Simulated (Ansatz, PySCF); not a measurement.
Pulling on the O3–H4 bond in BeFHO (SMILES [OH][Be][F]) (multiplicity 1 held, fragments rigid). Energies count from the point at 0.954 Å.
Geometry at that point (charge 0, multiplicity 1):
```xyz
4

Be     0.0293     0.0148    -0.0256
F      0.9828     0.5280    -0.8951
O     -0.9986    -0.4674     0.8245
H     -0.9734    -1.0724     1.5614
```

Restricted levels (R-, RO-) in cc, def2 and unpolarised 6-31G sets keep to the state of the molecule at rest. Active spaces are followed from a long bond inwards. Levels need not reach the same state.

Frozen-core correlation. Rows in 6-31G* carry no dispersion term and start afresh at each structure (6-31G* with six Cartesian d functions). MP2/6-31G* freezes PySCF's default core, which is smaller on s-block atoms.

Run with Ansatz (a first-principles code); PySCF for 6-31G* rows. Each number belongs to the level named beside it.

Energies in eV.

| R (Å) | R-B3LYP/6-31G* | R-B3LYP/aug-cc-pVTZ | R-wB97X-V/aug-cc-pVTZ | R-MP2/6-31G* | FIC-MRCISD+Q on CASSCF(4,3)/aug-cc-pVTZ |
|---|---|---|---|---|---|
| 0.763 | 1.69 | 1.60 | 1.61 | 1.75 | 1.58 |
| 0.858 | 0.34 | 0.31 | 0.31 | 0.36 | 0.29 |
| 0.954 | 0.00 | 0.00 | 0.00 | 0.00 | 0.00 |
| 1.049 | 0.18 | 0.20 | 0.21 | 0.17 | 0.22 |
| 1.145 | 0.62 | 0.67 | 0.70 | 0.62 | 0.70 |
| 1.288 | 1.48 | 1.56 | 1.63 | 1.50 | 1.62 |
| 1.431 | 2.38 | 2.50 | 2.61 | 2.41 | 2.56 |
| 1.669 | 3.73 | 3.90 | 4.11 | 3.77 | 3.89 |
| 1.908 | 4.81 | 5.03 | 5.35 | 4.82 | 4.79 |
| 2.194 | 5.78 | 6.01 | 6.50 | 5.67 | 5.32 |
| 2.575 | 6.64 | 6.87 | 7.58 | 6.19 | 5.54 |
| 3.052 | 7.25 | 7.47 | 8.45 | 6.11 | 5.59 |

Doubts at one or more of the structures used: a restricted determinant that unrestricted orbitals would lower (R-B3LYP/6-31G*, R-B3LYP/aug-cc-pVTZ, R-wB97X-V/aug-cc-pVTZ, R-MP2/6-31G*); active orbitals that take no part (FIC-MRCISD+Q on CASSCF(4,3)/aug-cc-pVTZ).
